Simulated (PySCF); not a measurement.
A GIAO shielding run with PySCF 2.14 (density fitting, non-relativistic, gas phase) on `C1(=O)[C@@H](C#C)[C@@H](C)[SiH2]N1`, C6H9NOSi:

```
$ OMP_NUM_THREADS=1 python probes_run.py task.json out

{"job": {"kind": "nmr", "xc": "PBE0", "basis": "pcSseg-1"}, "charge": 0, "multiplicity": 1}
C      2.115885     0.041405     1.696952
C      1.549777    -0.056870     0.646719
C      0.853847    -0.118594    -0.624260
C      0.770836     1.334136    -1.092034
O      1.625880     1.914848    -1.711515
N     -0.396032     1.902306    -0.674190
Si    -1.560846     0.852792     0.077779
C     -0.572807    -0.677890    -0.479891
C     -0.640713    -1.914939     0.405479
H      2.626444     0.104621     2.611091
H      1.459963    -0.696775    -1.329335
H     -0.494500     2.884980    -0.877979
H     -2.855173     1.012500    -0.579394
H     -1.608383     1.067989     1.522728
H     -0.907812    -0.963437    -1.483838
H     -0.002574    -2.706305     0.013771
H     -1.661295    -2.289513     0.450549
H     -0.311257    -1.684938     1.415713
```

Hardware: 1 thread of an Arm Neoverse V1, shared host. The job also computes population analyses, field gradients, ring-centre shieldings.

**Question.** How large is the calculation?

**Answer.** 74 electrons, 205 basis functions and 1078 auxiliary functions.

**Question.** How long does it take, and how much memory does it need?

**Answer.** 53 s of wall time, with 15 SCF cycles and 5 response iterations; peak memory 0.91 GiB. Times on a shared host scatter by some tens of per cent.
